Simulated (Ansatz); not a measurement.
TiH4, SMILES [TiH4], multiplicity 1.

Geometry: B3LYP-D3(BJ)/def2-TZVPD. The spin state was assumed, not searched.

Two levels are set side by side: PBE/def2-TZVPD (Ansatz, a program for electronic structure) and CAM-B3LYP/def2-TZVPD (Ansatz). Energy differences of separate SCF runs at the same geometry; the states with an electron removed or added have multiplicity 2 and 2. Differences are taken from unrounded values.

```tsv
quantity	CAM-B3LYP	PBE	PBE minus CAM-B3LYP
vertical ionisation energy (eV)	11.28	10.79	-0.49
vertical electron affinity (eV)	1.57	1.10	-0.47
vertical singlet–triplet gap (eV)	2.90	2.76	-0.14
```
